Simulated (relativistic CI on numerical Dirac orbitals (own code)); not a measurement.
# Hyperfine structure of Cd¹¹⁺, mass number 111

Computed by Dirac-Coulomb-Breit CI, separate exchange-only KLI orbitals for each configuration, a model potential for QED, unscaled Slater integrals (own radial code, finite nucleus).

Configurations in the expansion (outside the closed core [Ar] 3d10): 4s2 4p6 4d, 4s2 4p5 4d2, 4s2 4p6 4f, 4s2 4p6 5s, 4s 4p6 4d2, 4s2 4p6 5p, 4s2 4p5 4d 4f, 4s2 4p6 5d, 4s 4p6 4d 4f, 4s2 4p6 6s, 4s2 4p5 4d 5s, 4s2 4p6 5f, 4s2 4p6 6p, 4p6 4d3, 4p5 4d4, 4p5 4d3 4f. Double excitations out of closed p, d and f shells are left out; levels of such configurations are missing from the list, as are those of other unlisted configurations, and high levels can miss mixing partners. These lack a partner that the ground configuration has and come out too high: 4s2 4p5 4d 5s.

Nuclear spin I = 1/2, μ = -0.594 μN (tables of Stone and Pyykkö). The electronic factors are computed for point nuclear moments, without core polarisation or the Bohr-Weisskopf and QED corrections.

```json
{"Level": "4s2 4p6 4d 2D_3/2", "E (cm⁻¹)": "0", "A (MHz)": "-3309"}
{"Level": "4s2 4p6 4d 2D_5/2", "E (cm⁻¹)": "9411", "A (MHz)": "-1413"}
{"Level": "4s2 4p5 4d2 4D°_1/2", "E (cm⁻¹)": "465338", "A (MHz)": "-1673"}
{"Level": "4s2 4p5 4d2 4D°_3/2", "E (cm⁻¹)": "467854", "A (MHz)": "-2877"}
{"Level": "4s2 4p5 4d2 4D°_5/2", "E (cm⁻¹)": "472550", "A (MHz)": "-2281"}
{"Level": "4s2 4p5 4d2 4D°_7/2", "E (cm⁻¹)": "479731", "A (MHz)": "-2063"}
{"Level": "4s2 4p5 4d2 4G°_9/2", "E (cm⁻¹)": "488781", "A (MHz)": "-4128"}
{"Level": "4s2 4p5 4d2 4G°_11/2", "E (cm⁻¹)": "489564", "A (MHz)": "-3458"}
```

Levels with J = 0, under 50 % of one LS term, or S terms without an open s electron are left out. Small factors come from cancelling terms and can be off by tens of per cent or more.

At this charge energies of transitions that change n are usually good to better than 1 %, and those within a shell (Δn = 0) to a few per cent.

**Question.** Give the hyperfine levels of 4s2 4p6 4d 2D_3/2 relative to its centre of gravity.

**Answer.** With K = F(F + 1) − I(I + 1) − J(J + 1), E = AK/2: F = 1: 4136, F = 2: -2481 MHz.

LS names give the leading component of a level, which can be under half, so a name can repeat, a term be missing and a line seem to break the LS rules.
